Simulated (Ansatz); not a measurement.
**Energy profile**

The step: SnH₄S ([SH][SnH3]) + AsH₃ → SnAsH₅ ([AsH2][SnH3]) + H₂S; bonds formed: Sn1–As7, S2–H6; bonds broken: Sn1–S2, H6–As7 (atoms numbered as in the saddle structure below).

| atom | x (Å) | y (Å) | z (Å) |
| --- | --- | --- | --- |
| Sn1 | -0.7462 | 0.4329 | -1.0735 |
| S2 | -0.4454 | 1.3038 | 1.6510 |
| H3 | -0.5786 | -0.5057 | -2.5301 |
| H4 | -2.3957 | 0.3148 | -0.6742 |
| H5 | -0.0477 | 1.9350 | -1.4631 |
| H6 | 0.9642 | -0.0938 | 1.4991 |
| As7 | 0.8932 | -1.1994 | 0.3524 |
| H8 | 0.5100 | 2.1722 | 1.2815 |
| H9 | -0.0831 | -2.1233 | 1.0312 |
| H10 | 1.9292 | -2.2363 | -0.0743 |

Electronic energies by CCSD(T) at an estimated basis limit (MP2 extrapolated from triple and quadruple zeta, plus CCSD(T) − MP2 in triple zeta), on PBE0-D4/def2-TZVP structures; SnAsH$_{7}$S, closed shell; no counterpoise correction. Ansatz 0.2.0; basis: def2-TZVPP and def2-QZVPP; cores frozen in the correlated methods. Filled d shells of the heavier atoms are correlated. Core potentials replace the inner electrons of the atoms past krypton. The def2 sets are not built for correlating such inner shells, so the correlated values are less sure here. Extrapolation: Hartree–Fock as exp(−7.88 √X), correlation as X^−2.97.

(1) Give the profile in kcal/mol, counted from the separated reactants. (Judge from chemistry; the value comes from the calculation.)

No T1 diagnostic of these runs exceeds 0.015.

Answers

(1) Computed:
```
                                                                                                                   point  kcal/mol
  separated: SnH$_{4}$S (linked as [SH][SnH3]; Sn1, S2, H3, H4, H5, H8; singlet) + AsH$_{3}$ (H6, As7, H9, H10; singlet)      0.00
                                                                                                         start structure     -2.54
                                                                                                                  saddle     39.97
                                                                                                           end structure     -2.34
separated: SnAsH$_{5}$ (linked as [AsH2][SnH3]; Sn1, H3, H4, H5, As7, H9, H10; singlet) + H$_{2}$S (S2, H6, H8; singlet)      0.16
```

For scale, one of the runs: CCSD(T)/def2-TZVPP, 238 basis functions, launched by `ansatz run in.yaml --threads 8 --pin off --events-out ev --progress --plain --max-ram 19148MiB`. Hardware: 8 CPU threads of an Arm Neoverse V2, shared host. Wall time 120 s; peak host memory 4.7 GiB.
